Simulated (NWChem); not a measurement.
Molecule: C$_{3}$H$_{9}$B; SMILES CB(C)C

```xyz
13

B      0.0069     0.0029    -0.0303
C      1.1627     1.0694     0.0472
H      2.0704     0.7918    -0.5108
H      1.4632     1.1095     1.1136
H      0.8595     2.0923    -0.2241
C      0.3393    -1.5348    -0.1106
H     -0.4102    -2.1106    -0.6773
H      0.2767    -1.9172     0.9276
H      1.3463    -1.7787    -0.4806
C     -1.4953     0.4705     0.0250
H     -2.2062    -0.2953     0.3713
H     -1.7691     0.6974    -1.0253
H     -1.6550     1.4060     0.5838
```
Atoms are numbered in this order, from 1.

Geometry: optimised at PBE0/def2-SVP.

Question: Give the principal values of the shielding tensors (ppm) of B1, C2, C6, C10 from PBE0/def2-SVP, GIAO (NWChem), with their diamagnetic and paramagnetic parts as GIAO splits them.

Answer: 
| atom | σ11 | σ22 | σ33 | isotropic | diamagnetic | paramagnetic |
|---|---|---|---|---|---|---|
| B1 | -22.4 | -20.5 | 128.3 | 28.5 | 197.4 | -168.9 |
| C2 | 163.0 | 179.9 | 192.7 | 178.5 | 244.3 | -65.7 |
| C6 | 162.6 | 181.0 | 193.0 | 178.9 | 244.3 | -65.5 |
| C10 | 162.2 | 180.2 | 192.2 | 178.2 | 244.3 | -66.1 |
